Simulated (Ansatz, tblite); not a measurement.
Forces on Ga6N6H18, a cluster cut from wurtzite GaN (hydrogen-capped) at its PBE-D4/def2-SVP geometry. The state is a singlet with charge 0.

The xTB rows come from tblite. Single mean-field runs in def2-TZVP are fitted with def2-universal-jkfit.

GFN1-xTB (tblite), largest force 0.87 eV/Å:

```xyz
30
positions Å, forces eV/Å
N    -1.808   -1.564    0.354   -0.732   -0.460    0.080
Ga   -0.811   -1.532   -1.394   -0.041   -0.102   -0.061
Ga   -1.937    1.503   -0.773   -0.102   -0.125    0.033
N    -0.714    0.335   -1.869   -0.203    0.148   -0.551
N     1.058   -2.012   -0.820    0.430   -0.642   -0.395
Ga    1.174    1.017   -2.049    0.058   -0.150   -0.033
Ga   -1.192   -0.359    1.844   -0.060   -0.043    0.102
N    -1.056    1.388    1.037   -0.300    0.448    0.276
N     0.714   -0.952    2.103    0.291   -0.213    0.790
Ga    1.981   -0.853    0.542    0.099   -0.069    0.037
Ga    0.800    2.168    1.126    0.039   -0.091    0.131
N     1.791    0.944   -0.132    0.511    0.322   -0.056
H    -2.744   -1.192    0.110    0.652   -0.468    0.246
H    -1.973   -2.526    0.684    0.018    0.505   -0.181
H    -1.390   -2.604   -2.397    0.033    0.039    0.066
H    -3.325    0.687   -0.640   -0.019    0.443   -0.163
H    -1.921    2.987   -1.309   -0.147   -0.052    0.001
H    -1.095    0.412   -2.826    0.073   -0.044    0.195
H     1.143   -3.012   -0.592   -0.004    0.508   -0.173
H     1.621   -1.877   -1.680   -0.395   -0.303    0.675
H     1.991   -0.145   -2.819    0.017    0.437   -0.178
H     1.184    2.501   -2.584    0.087   -0.089   -0.094
H    -2.041   -0.593    3.152    0.049   -0.009   -0.067
H    -1.618    2.025    1.624    0.108   -0.152   -0.102
H     0.770   -1.861    2.584   -0.001    0.501   -0.194
H     1.098   -0.262    2.775   -0.269   -0.690   -0.393
H     3.396   -1.440    0.921   -0.082    0.011   -0.014
H     0.810    3.651    0.588    0.059   -0.002    0.144
H     1.352    1.822    2.605    0.013    0.451   -0.141
H     2.742    1.345   -0.165   -0.183   -0.106    0.017
```

GFN2-xTB (tblite), largest force 0.45 eV/Å:

```
N -0.223 -0.371 0.108
Ga 0.062 0.306 0.035
Ga 0.388 0.067 0.021
N -0.169 -0.156 -0.353
N 0.128 -0.426 -0.035
Ga -0.231 0.163 0.274
Ga 0.091 0.218 -0.207
N -0.249 0.091 0.328
N 0.086 -0.296 0.322
Ga -0.147 0.255 -0.110
Ga -0.157 -0.065 -0.356
N 0.419 -0.013 0.054
H 0.223 -0.063 0.049
H 0.018 0.113 -0.039
H 0.143 0.276 0.243
H 0.096 0.181 -0.054
H -0.006 -0.327 0.118
H 0.061 0.061 0.124
H -0.009 0.117 -0.028
H -0.133 -0.007 0.194
H -0.055 0.205 0.007
H -0.001 -0.328 0.116
H 0.210 0.070 -0.327
H 0.089 -0.027 -0.119
H -0.006 0.107 -0.055
H -0.091 -0.138 -0.168
H -0.349 0.156 -0.098
H -0.001 -0.327 0.121
H -0.037 0.149 -0.146
H -0.149 0.010 -0.021
```

PBE0-D4/def2-TZVP (Ansatz), largest force 0.62 eV/Å:

```
N -0.458 -0.196 0.017
Ga 0.060 0.134 0.094
Ga 0.154 -0.111 0.058
N -0.135 -0.018 -0.321
N 0.271 -0.311 -0.281
Ga -0.093 -0.072 0.159
Ga 0.087 0.048 -0.143
N -0.199 0.180 0.224
N 0.183 -0.041 0.462
Ga -0.145 0.084 -0.047
Ga -0.063 -0.163 -0.092
N 0.337 0.096 0.005
H 0.558 -0.232 0.150
H 0.110 0.576 -0.196
H 0.051 0.098 0.086
H 0.111 0.078 -0.015
H -0.011 -0.115 0.040
H 0.217 -0.054 0.550
H -0.057 0.603 -0.128
H -0.336 -0.090 0.516
H -0.066 0.106 0.058
H 0.005 -0.117 0.034
H 0.074 0.025 -0.116
H 0.321 -0.374 -0.332
H -0.038 0.541 -0.297
H -0.229 -0.421 -0.397
H -0.124 0.056 -0.035
H 0.003 -0.112 0.050
H -0.044 0.040 -0.124
H -0.544 -0.239 0.023
```
